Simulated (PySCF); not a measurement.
Geometry:
```
atom   x (Å)   y (Å)   z (Å)
  C1  -1.014   1.942   1.032
  C2  -1.281   1.029  -0.155
  C3  -0.917  -0.459   0.027
  C4  -1.209  -1.187  -1.288
  C5  -1.782  -1.083   1.126
  C6   0.560  -0.637   0.424
  C7   1.603  -0.042  -0.508
  O8   2.910  -0.228  -0.027
  H9  -1.336   2.971   0.809
 H10  -1.558   1.620   1.932
 H11   0.056   1.985   1.288
 H12  -0.748   1.419  -1.039
 H13  -2.352   1.079  -0.419
 H14  -0.667  -0.741  -2.136
 H15  -2.284  -1.141  -1.526
 H16  -0.926  -2.250  -1.226
 H17  -2.853  -0.951   0.907
 H18  -1.579  -0.635   2.111
 H19  -1.587  -2.164   1.209
 H20   0.731  -0.213   1.427
 H21   0.758  -1.722   0.521
 H22   1.487  -0.450  -1.531
 H23   1.465   1.047  -0.591
 H24   3.052  -1.175   0.076
```

Geometry: PBE0-D3(BJ)/def2-SVP; GIAO shifts from PySCF, gas phase, non-relativistic, averaged over equivalent atoms.

At WP04/pcSseg-1 (216 basis functions, 42 s wall time on 1 thread of an Arm Neoverse V1, shared host):
```
                  atoms  δ (ppm)
                     C7     63.6
                     C6     45.3
                     C3     36.5
                     C2     35.8
                  C4/C5     30.6
                     C1     12.3
                     O8     34.3
                H22/H23     3.39
                H20/H21     1.17
                H12/H13     1.00
             H9/H10/H11     0.94
H14/H15/H16/H17/H18/H19     0.84
                    H24    -0.38
```

Shifts are taken against calculated references (same method and geometry level): TMS for ¹³C (σ = 172.44 ppm), ¹H (σ = 31.56 ppm); ¹⁷O (σ = 317.54 ppm) vs H2O.

Predict the values at PBE0/pcSseg-1 on the same geometry.

Results:


| atoms | δ at PBE0/pcSseg-1 | change |
| --- | --- | --- |
| C7 | 61.1 | -2.5 |
| C6 | 45.8 | +0.5 |
| C3 | 31.4 | -5.1 |
| C2 | 34.6 | -1.2 |
| C4/C5 | 31.0 | +0.4 |
| C1 | 9.7 | -2.6 |
| O8 | 36.3 | +2.0 |
| H22/H23 | 3.54 | +0.15 |
| H20/H21 | 1.17 | +0.00 |
| H12/H13 | 1.03 | +0.03 |
| H9/H10/H11 | 0.94 | +0.00 |
| H14/H15/H16/H17/H18/H19 | 0.86 | +0.02 |
| H24 | -0.74 | -0.36 |

Referencing at the same level of theory: TMS for ¹³C (σref 184.41), ¹H (σref 31.27); ¹⁷O (σref 334.56) vs H2O.

The largest change is at C3 (quaternary sp3 carbon). Cost: 216 basis functions, 43 s wall time on 1 thread of an Arm Neoverse V1, shared host. The order of the carbon signals changes between the two levels.

Experimental scales use liquid or dissolved standards, which lie at an offset from isolated H2O (liquid H2O: subtract about 36 ppm).
